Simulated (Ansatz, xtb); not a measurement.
**CH4GeSn: which of two structures lies lower**

We compare I, a singlet given by its coordinates, with II, a singlet given by its coordinates. Both are isolated molecules in the gas phase, relaxed with PBE-D3(BJ)/def2-SVP.

I (Å):

```
atom    x (Å)    y (Å)    z (Å)
   C  -1.0477  -1.0352  -0.5419
  Ge  -1.9443  -0.2711  -2.1989
  Sn  -2.8293  -2.3568  -0.5948
   H  -0.0780  -1.5351  -0.7243
   H  -0.9925  -0.3440   0.3198
   H  -3.4829  -0.5149  -1.3736
   H  -2.4013  -1.9236  -2.6086
```

Close contacts (Å): C1–Ge2 2.03, C1–Sn3 2.22, Ge2–Sn3 2.78, C1–H4 1.11, C1–H5 1.11, Ge2–H6 1.76, Ge2–H7 1.76, Sn3–H6 2.10, Sn3–H7 2.10.

II (Å):

```xyz
7

C    -1.5838   -0.4349   -1.2903
Ge   -1.3295   -2.4758   -1.9694
Sn   -2.0961   -2.3313    0.4957
H    -0.5681   -0.0337   -1.4754
H    -1.8899   -0.0253   -0.2845
H    -2.3133    0.0016   -1.9978
H    -2.9553   -2.7828   -1.2701
```

Close contacts (Å): C1–Ge2 2.17, C1–Sn3 2.65, Ge2–Sn3 2.59, C1–H4 1.11, C1–H5 1.13, C1–H6 1.11, Ge2–H7 1.80, Sn3–H5 2.44, Sn3–H7 2.01.

Task: Estimate which is lower in electronic energy at CCSD(T)/def2-TZVP, and by roughly how much.

Result: The CCSD(T)/def2-TZVP calculation puts structure I lower, by 0.056 eV.

The same difference at several levels:

```json
{"level": "PBE-D3(BJ)/def2-SVP", "geometry": "PBE-D3(BJ)/def2-SVP", "E(II) − E(I) (eV)": "−0.021", "departure from the last row (eV)": "−0.078", "job, with rough time for the two": "optimisation, 47 s"}
{"level": "HF/def2-TZVP", "geometry": "PBE-D3(BJ)/def2-SVP", "E(II) − E(I) (eV)": "+0.011", "departure from the last row (eV)": "−0.045", "job, with rough time for the two": "part of the CCSD(T) run"}
{"level": "MP2/def2-TZVP", "geometry": "PBE-D3(BJ)/def2-SVP", "E(II) − E(I) (eV)": "+0.049", "departure from the last row (eV)": "−0.007", "job, with rough time for the two": "part of the CCSD(T) run"}
{"level": "CCSD(T)/def2-TZVP", "geometry": "PBE-D3(BJ)/def2-SVP", "E(II) − E(I) (eV)": "+0.056", "departure from the last row (eV)": "", "job, with rough time for the two": "single point, 82 s"}
```

PBE-D3(BJ)/def2-SVP, HF/def2-TZVP find them nearly level. The largest departure from CCSD(T)/def2-TZVP is that of PBE-D3(BJ)/def2-SVP, 0.078 eV. Levels run at GFN2-xTB geometries aren't shown.

With harmonic frequencies from PBE-D3(BJ)/def2-SVP (ideal gas, rigid rotor, one conformer each, 298.15 K, 1 atm): the zero-point term adds +0.095 eV; ΔH is +0.166 and ΔG +0.132 eV.

The correlated steps freeze 14 core orbitals; the filled d shell of Ge and Sn is correlated, in a basis made for valence electrons. Atoms past krypton carry core potentials in the def2 sets and no spin–orbit term is included. Mirror images aren't counted in ΔG. Run with Ansatz 0.2.0; the last row on 2 threads of Intel(R) Xeon(R) Processor @ 2.70GHz on a shared host.
